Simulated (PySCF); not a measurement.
Electrostatic solvation of a mixed set.

Level: CAM-B3LYP/def2-SVPD in PySCF, non-relativistic, each on one gas-phase PBE0-D3(BJ)/def2-SVP geometry that isn't relaxed in the solvent. The solvent is an IEF-PCM continuum (van der Waals radii × 1.2). The model holds no explicit solvent molecules, cavitation or dispersion.

Question: Order them by E(solvent) − E(gas) in cyclohexane (ε = 2.017), most negative first (kcal/mol).
A. chloroacetonitrile (`N#CCCl`)
B. `[CH2:1]=[N:2][CH:3]1[CH2:4][CH2:5][CH2:6][CH2:7]1` with C1–N2–C3–C4 119°, N2–C3–C4–C5 138°, C3–C4–C5–C6 -38°, C4–C5–C6–C7 42°, C5–C6–C7–C3 -30°
C. `[CH3:1][CH2:2][CH2:3][CH2:4][C:5](=[O:6])[Cl:7]` with C1–C2–C3–C4 179°, C2–C3–C4–C5 180°, C3–C4–C5–O6 -1°

Answer: A (-2.8), C (-1.8), B (-1.2).

| SMILES | charge | ΔE (kcal/mol) | polarisation term (kcal/mol) | HOMO shift (eV) | dipole gas (D) | dipole solvent (D) | atoms | lowest singlet, gas (eV) | lowest singlet, solvent (eV) |
| --- | --- | --- | --- | --- | --- | --- | --- | --- | --- |
| N#CCCl | 0 | -2.8 | -3.0 | +0.12 | 3.33 | 3.73 | 6 | 6.70 | 6.69 |
| CCCCC(=O)Cl | 0 | -1.8 | -1.9 | -0.02 | 3.13 | 3.43 | 16 | 5.24 | 5.29 |
| C=NC1CCCC1 | 0 | -1.2 | -1.3 | -0.02 | 1.37 | 1.59 | 18 | 4.98 | 5.02 |

The polarisation term is half the interaction of the solute with the induced surface charges. Singlets are vertical TDDFT energies (frozen core, non-equilibrium response), the lowest in each medium.
